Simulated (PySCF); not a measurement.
C₅H₄F₂. Atoms are numbered in the order given.

```xyz
11

F      1.0849     0.0000    -1.3934
C      0.0000     0.0000    -0.5815
F     -1.0849     0.0000    -1.3934
C      0.0000     1.1943     0.3518
C      0.0000     0.7442     1.6112
C      0.0000    -0.7442     1.6112
C      0.0000    -1.1943     0.3518
H      0.0000     2.2226    -0.0083
H      0.0000     1.3546     2.5155
H      0.0000    -1.3546     2.5155
H      0.0000    -2.2226    -0.0083
```

Geometry optimised at PBE0-D3(BJ)/def2-SVP. One conformer was computed; it need not be the lowest.

Computed with r2SCAN/def2-TZVP (PySCF).

Symmetry labels are those of the subgroup C2v that the program uses (full group C2v).

Computed valence orbital energies around the gap with their symmetry:
```csv
orbital,symmetry,energy (eV)
HOMO−7,B2,-10.74
HOMO−6,A2,-10.51
HOMO−5,A1,-10.30
HOMO−4,B1,-10.00
HOMO−3,A1,-9.51
HOMO−2,B1,-8.87
HOMO−1,B2,-8.13
HOMO,A2,-6.11
LUMO,B1,-2.69
LUMO+1,A2,0.70
LUMO+2,A1,1.64
LUMO+3,B2,2.85
```
